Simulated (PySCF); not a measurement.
Si(OH)2(PH2)2 (H6O2P2Si), SMILES O[Si](O)(P)P. The structure is a stationary point at PBE-D3(BJ)/def2-SVP. This is a generated structure with no PubChem entry under its InChIKey; it may be hypothetical. Other conformers were not sampled.

All values below come from PBE-D3(BJ)/def2-SVP (PySCF).

Harmonic wavenumbers (cm⁻¹): 94, 112, 122, 154, 182, 226, 240, 266, 329, 399, 480, 603, 629, 677, 682, 763, 833, 854, 901, 1044, 1047, 2301, 2318, 2325, 2336, 3736, 3741. Rotational constants (GHz): 2.660, 1.614, 1.399; symmetry number 1.

Q: Work out the zero-point energy and the ideal-gas rigid-rotor harmonic-oscillator thermochemistry at 298.15 K and 1 atm.

A: ZPE = ½ Σ hcν = ½ × 27397 cm⁻¹ = 39.17 kcal/mol. H − E(el) = 45.73 kcal/mol. Entropy in cal/(mol K): translation 40.46, rotation 28.37, vibration 25.48, total 94.31. G − E(el) = 17.61 kcal/mol. Cp = 34.01 cal/(mol K). Modes under 150 cm⁻¹ make the vibrational entropy uncertain.
